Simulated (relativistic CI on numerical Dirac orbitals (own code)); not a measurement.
# Slater and spin-orbit integrals, Cl+

Method of calculation: Dirac-Coulomb-Breit CI, orbitals from a KLI potential per configuration, a model potential for QED, valence Slater integrals scaled by 0.85, P86 correlation energy added to each configuration (own radial code, finite nucleus).

Slater integrals F^k, G^k are unscaled and averaged over j, outside the closed core [Ne]; ζ comes from projecting the Hamiltonian with its Breit term on Σ l·s of the shell.

- 3s²3p⁴: F^2(3p,3p) = 58198, ζ(3p) = 689.48 cm⁻¹; <r>(3p) = 1.716, <r^2>(3p) = 3.467 (bohr units).
- 3s3p⁵: G^1(3s,3p) = 81604, ζ(3p) = 691.82 cm⁻¹; <r>(3s) = 1.493, <r^2>(3s) = 2.577, <r>(3p) = 1.71, <r^2>(3p) = 3.447 (bohr units).
- 3s²3p³4s: F^2(3p,3p) = 61399, ζ(3p) = 777.01, G^1(3p,4s) = 4575.4 cm⁻¹; <r>(3p) = 1.635, <r^2>(3p) = 3.134, <r>(4s) = 4.279, <r^2>(4s) = 20.67 (bohr units).

In this model ζ of a weakly bound d, f or g electron outside closed shells comes out too small, for d by up to a factor of two or three and at times with the wrong sign; that of an outer p electron is too small as well.

Correlation outside the listed configurations is missing or only estimated: errors of thousands of cm⁻¹ between configurations and terms are usual at this charge. Rates and lifetimes follow the computed energies and can be off by large factors. The fine structure of a lone outer electron comes out too small, for d and f at times inverted, and misplaced configurations move strength between like terms. 73 of the 74 excited levels that our extract of the measured tables holds in this range could be paired (the sources list more); they are missed by 7065 cm⁻¹ on average and 12198 at most, and levels without a partner can miss by more.

Averages of the first 10 configurations, taken without configuration mixing, which lowers the lowest level and can move excited configurations by several eV; other configurations of the list can lie among them:

```tsv
Configuration	Parity	States	Average energy above the lowest level (eV)
3s²3p⁴	even	15	1.9
3s3p⁵	odd	12	17.3
3s²3p³4s	odd	40	17.1
3s²3p³3d	odd	200	18.5
3s²3p³4p	even	120	19.6
3s²3p³5s	odd	40	22.3
3s²3p³4d	odd	200	22.8
3p⁶	even	1	35.7
3s3p⁴3d	even	300	33.0
3s²3p³5p	even	120	23.3
```
